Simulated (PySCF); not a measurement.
## Ionisation energy of Ti²⁺ by level of theory

Ti²⁺ [Ar] 3d2 (3F) → Ti³⁺ [Ar] 3d1 (2D), as a difference of total energies. Computed with PySCF 2.14 in x2c-QZVPPall, with scalar relativity by spin-free X2C-1e. Correlated levels: valence and next inner shell: [Ne] frozen. The calculations carry no spin-orbit coupling.

```json
{"method": "UHF", "ionisation energy (eV)": "26.625"}
{"method": "MP2 (valence and next inner shell)", "ionisation energy (eV)": "27.224"}
{"method": "SCS-MP2 (valence and next inner shell)", "ionisation energy (eV)": "27.124"}
{"method": "CCSD (valence and next inner shell)", "ionisation energy (eV)": "27.192"}
{"method": "CCSD(T) (valence and next inner shell)", "ionisation energy (eV)": "27.208"}
```

Problem. How much does correlation contribute at CCSD(T) (valence and next inner shell)?

Solution. 27.208 − (26.625) = 0.583 eV, measured against UHF.

The reference lies between the lowest fine-structure levels, while these numbers refer to the centres of the terms.

Errors of the correlated levels include the incompleteness of this basis and the frozen core.

For comparison: 27.492 eV (measured; NIST Atomic Spectra Database, ionization energies).
